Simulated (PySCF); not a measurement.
H₃O₂SbTe, SMILES [OH][Sb]([OH])[TeH].

Coordinates come from a PBE-D3(BJ)/def2-SVP optimisation. The structure was generated by enumeration; whether it is a known compound was not checked. The def2 effective core potentials stand for the cores of Sb, Te; spin–orbit coupling is left out. Other conformers were not sampled.

All values below come from M06-2X/def2-TZVP (PySCF).

The molecule is in vacuum.

Computed frontier levels, gap, dipole moment and polarisability:
```yaml
highest_occupied_level: -7.86 eV
lowest_empty_level: -1.14 eV
orbital_gap: 6.71 eV
dipole_moment: 1.14 D
quadrupole, principal values (traceless, Buckingham form, about the centre of nuclear charge): -7.60, -2.17, 9.77 D·Å
mean_static_polarisability: 89.2 bohr³ (13.22 Å³)
polarisability_principal_values: 67.5, 78.1, 122.1 bohr³
```
